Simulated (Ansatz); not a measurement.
Monolayer molecule family: binding per atom (eV) at several levels, gas phase, relaxed structures; Ansatz. Core potentials for Au in the def2 sets, no spin–orbit coupling. Binding counts from free atoms in the multiplicity of their measured ground term, without zero-point energy. A dash marks a value that wasn't run or was left out as unsound. The structures are stationary points that may keep the symmetry of their start. Correlated methods freeze inner cores and use unrestricted references for open shells. Remarks come from the PBE and PBE0 runs and from stability tests at other levels; not every state was tested.

```
                             species    state            geometry  PBE-D4/def2-SVP  PBE-D4/def2-TZVP  r2SCAN-D4/def2-TZVP  PBE0-D4/def2-SVP  PBE0-D4/def2-TZVP  MP2/def2-SVP                        remarks
                   CCCCCCCCCCCC[SeH]  singlet     PBE-D4/def2-SVP             4.22              4.18                 4.11              4.18               4.13             –                              –
         CC(=O)SCCCCCCCCCCCOc1ccccc1  singlet     PBE-D4/def2-SVP             4.62              4.57                 4.46              4.55               4.49          4.34                              –
                       C=CCCCCCCCCCS  singlet  r2SCAN-D4/def2-SVP             4.29              4.25                 4.18              4.25               4.20          4.04                              –
[SeH]CCCCc1ccc(-c2ccc(-c3cccs3)s2)s1  singlet  r2SCAN-D4/def2-SVP             4.92              4.86                 4.71              4.81               4.76          4.58                              –
                 C=CCCCCCCCCC[S][Cu]  singlet     PBE-D4/def2-SVP             4.27              4.22                 4.14              4.22               4.16             –  restricted SCF unstable in HF
    CC(=O)SCCCCc1c(F)c(F)c(F)c(F)c1F  singlet     PBE-D4/def2-SVP             4.93              4.84                 4.67              4.78               4.70          4.56                              –
                 C=CCCCCCCCCC[S][Au]  singlet     PBE-D4/def2-SVP             4.26              4.22                 4.14              4.20               4.16             –  restricted SCF unstable in HF
```

Task: Estimate the rows for CCCCCCCCSC(C)=O (singlet, r2SCAN-D4/def2-SVP geometry); O[Si](O)(O)C12CC3CC(CC(C3)C1)C2 (singlet, PBE-D4/def2-SVP geometry); OB(O)CCCCc1ccc2ccc3cccc4ccc1c2c34 (singlet, PBE-D4/def2-SVP geometry).

Result: 
```
                          species    state            geometry  PBE-D4/def2-SVP  PBE-D4/def2-TZVP  r2SCAN-D4/def2-TZVP  PBE0-D4/def2-SVP  PBE0-D4/def2-TZVP  MP2/def2-SVP
                  CCCCCCCCSC(C)=O  singlet  r2SCAN-D4/def2-SVP             4.34              4.30                 4.22              4.28               4.24          4.08
  O[Si](O)(O)C12CC3CC(CC(C3)C1)C2  singlet     PBE-D4/def2-SVP             4.65              4.61                 4.52              4.58               4.54          4.39
OB(O)CCCCc1ccc2ccc3cccc4ccc1c2c34  singlet     PBE-D4/def2-SVP             5.39              5.30                 5.15              5.28               5.20          5.07
```
